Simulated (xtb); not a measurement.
Ag(NH3)2 (AgH6N2), SMILES [NH3]->[Ag+]<-[NH3], charge +1, multiplicity 1. All values are semi-empirical tight-binding results from xtb (GFN2-xTB unless named), good for trends rather than for accurate numbers. Geometry optimised at GFN2-xTB. The multiplicity is an assumed one; other spin states were not compared. The isomer is the one that the SMILES or the coordinates give; other isomers of the formula were not compared.

A frequency run showed that this geometry is not a minimum.

For metal compounds this method's bond lengths and energies can be far off.

```
Quantity                      Result
---------------------------  -------
point group as xtb finds it       D3
orbital gap                  5.32 eV
```
